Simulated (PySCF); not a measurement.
**Electric field gradients and quadrupole coupling constants**

Species: C₇H₁₄O₂.
Cartesian coordinates in Å at the GFN2-xTB level; atoms count from 1:
```
atom  x, y, z in Å
C1     2.434   -0.532   -1.101
C2     2.134    0.642   -0.222
O3     2.885    1.569   -0.055
C4     0.796    0.582    0.518
C5     1.086    0.151    1.966
O6    -0.083   -0.315   -0.126
C7    -1.470   -0.032    0.018
C8    -2.212   -1.354   -0.152
C9    -1.933    0.995   -1.018
H10    1.611   -0.678   -1.795
H11    2.495   -1.426   -0.483
H12    3.370   -0.381   -1.631
H13    0.380    1.599    0.532
H14    1.492   -0.858    1.975
H15    1.805    0.832    2.412
H16    0.171    0.164    2.554
H17   -1.662    0.362    1.027
H18   -3.283   -1.198   -0.054
H19   -1.885   -2.066    0.601
H20   -1.998   -1.768   -1.134
H21   -1.790    0.598   -2.020
H22   -2.985    1.223   -0.873
H23   -1.363    1.917   -0.929
```

Field gradients from the PBE0/pcSseg-1 density (PySCF, non-relativistic), principal values in atomic units, ordered |Vxx| ≤ |Vyy| ≤ |Vzz|:

| atom | Vxx | Vyy | Vzz |
| --- | --- | --- | --- |
| O3 | 0.5262 | 1.4485 | -1.9747 |
| O6 | -0.0095 | -1.9813 | 1.9909 |

Task: Find the asymmetry η = (Vxx − Vyy)/Vzz and the couplings χ = eQV/h (234.96 MHz × Q in barn × V in au), with Q(17O) = −0.0256 b.

Result: 
```
atom    environment  nucleus     η  χzz (MHz)  χxx (MHz)  χyy (MHz)
  O3  ketone oxygen      17O  0.47      11.88      -3.17      -8.71
  O6   ether oxygen      17O  0.99     -11.98       0.06      11.92
```

At O6 η is above 0.9: Vyy and Vzz are nearly equal in size and opposite in sign, so a small change could swap them and flip the sign of χzz. 

Task: What is Vzz at O6 in SI units (1 au = 9.71736 × 10²¹ V/m²)?

Result: 1.9909 au = 19.346 × 10²¹ V/m².

Task: What couplings would deuterons (Q(2H) = 0.00286 b) have in place of the hydrogens, at this geometry?

Result: 
```tsv
atom	bonded to	bond length (Å)	Vzz (au)	η	χzz (kHz)
H10	C1	1.087	0.3131	0.03	210
H11	C1	1.088	0.3151	0.04	212
H12	C1	1.086	0.3151	0.01	212
H13	C4	1.099	0.2811	0.07	189
H14	C5	1.087	0.3142	0.03	211
H15	C5	1.086	0.3129	0.02	210
H16	C5	1.088	0.3155	0.02	212
H17	C7	1.101	0.2798	0.07	188
H18	C8	1.086	0.3171	0.03	213
H19	C8	1.087	0.3166	0.02	213
H20	C8	1.087	0.3160	0.03	212
H21	C9	1.087	0.3151	0.02	212
H22	C9	1.086	0.3170	0.02	213
H23	C9	1.088	0.3148	0.02	212
```

Isolated species at its GFN2-xTB geometry (one conformer only). GFN2-xTB bond lengths can be off by several hundredths of an ångström, more for odd bonds, and the gradients follow them. With so small a basis the couplings can be 20 % off.
